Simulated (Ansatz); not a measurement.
Reaction (ligand exchange at the Si–S bond): `F[SiH](F)S[SiH3]` + `[SiH3]SS` → `[SiH3]SS[SiH3]` + `F[SiH](F)S`

Gas-phase electronic energies from Ansatz, PBE0-D4/def2-TZVP geometries. CCSD(T)/CBS adds triple-zeta CCSD(T) − MP2 to the extrapolated MP2 energy (def2 sets, frozen cores). Functionals use def2-TZVPP. Each species was taken in one conformer, which may not be the lowest.

(1) Is it downhill or uphill in electronic energy at CCSD(T)/CBS, and by how much? (An estimate is asked.)

(2) What do these levels give: PBE-D4, r2SCAN, HF/def2-TZVPP, CCSD(T)/def2-TZVPP, MP2/def2-QZVPP, SCS-MP2/def2-QZVPP? (Best estimate.)

Largest T1 diagnostic among the species: 0.012.

## Answers

(1) Computed: Nearly level: ΔE = +0.01 eV.

(2) Computed: PBE-D4 0.01, r2SCAN 0.04, HF/def2-TZVPP 0.07, CCSD(T)/def2-TZVPP 0.01, MP2/def2-QZVPP 0.01, SCS-MP2/def2-QZVPP 0.02 eV.

In def2-TZVPP, CCSD(T) changes the Hartree–Fock value by −0.06 eV (the triples alone add −0.01 eV) and MP2 by −0.06 eV.
